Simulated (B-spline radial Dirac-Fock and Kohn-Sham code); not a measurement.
## Binding energies of Sr⁺ in different valence configurations

Model: ΔSCF Dirac-Fock with Breit, self-energy and vacuum polarisation, finite nucleus, configuration average. Program: an atomic code on a B-spline grid. Correlation and solid-state effects are left out.

Reference: the tabulated ground configuration [Kr] 5s1, with 1s 16120.1 eV, 2p1/2 2023.8 eV, 2p3/2 1956.5 eV, 3p1/2 298.3 eV, 3p3/2 287.7 eV, 4p3/2 34.05 eV, Kα1 14163.5 eV, Kβ1 15832.4 eV, Lα1 1808.3 eV.

Shifts from the reference in eV.

| configuration | average energy | 1s | 2p1/2 | 2p3/2 | 3p1/2 | 3p3/2 | 4p3/2 | Kα1 | Kβ1 | Lα1 |
| --- | --- | --- | --- | --- | --- | --- | --- | --- | --- | --- |
| [Kr] 4d1 | +1.96 | -2.90 | -3.14 | -3.15 | -3.11 | -3.11 | -2.29 | +0.25 | +0.21 | -0.09 |
| [Kr] 5p1 | +2.74 | +1.23 | +1.23 | +1.23 | +1.23 | +1.23 | +1.15 | +0.01 | 0.00 | 0.00 |

Values without a named source are computed, but for edge energies of neutral atoms, which are taken from tables.
